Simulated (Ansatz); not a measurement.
ClLi, charge +1, doublet, at a GFN2-xTB geometry (such geometries of metal compounds can be far from the true shape) (a state made from the parent by changing its charge; the spin is typed, not shown lowest); Ansatz (a program for electronic structure) with HF/6-311G**.

The Ansatz input:
Ansatz 0.2 input:
```yaml
crystal:
  periodic: [false, false, false]
  atoms:
    - {symbol: Li, position_ang: [-0.00000000, -0.00000000, -1.95078436]}
    - {symbol: Cl, position_ang: [0.00000000, 0.00000000, 0.34425606]}
basis:
  gaussian:
    orbitals: 6-311G__.json
hamiltonian:
  xc: hf
total_charge: 1
magnetization: {spin_polarized: true, initial_magnetization: 1}
accuracy: high
```
The basis file holds 6-311G** in the JSON format of the Basis Set Exchange.

Problem. What does Ansatz print? Leave out banner, timings and long lists.

Solution. 
```
Functional definition: HF
690 factors; integrals over basis functions are off by at most 4.6e-9 eV
mean field evaluation 1: about -12699.3924 eV, gradient 1.3e1 eV
mean field evaluation 2: about -12699.4053 eV, gradient 1.3e1 eV
mean field evaluation 4: about -12700.1970 eV, gradient 6.6e-1 eV
mean field evaluation 8: about -12700.2030 eV, gradient 1.6e-3 eV
mean field evaluation 16: about -12698.5362 eV, gradient 9.5e0 eV
mean field evaluation 32: about -12699.5145 eV, gradient 2.3e-1 eV
mean field evaluation 64: about -12699.8395 eV, gradient 1.9e0 eV
mean field -12700.20300948 eV, -466.7238520914 hartree, gradient 2.1e-8 eV, S^2 0.755801; 4 other end points of the search recorded, 0 dependent functions left out
reference -12700.20300948 eV, -466.7238520914 hartree; 10, 9 occupied and 35, 36 virtual orbitals, 690 factors
Total energy: -12700.20300948 eV, -466.7238520914 hartree
```
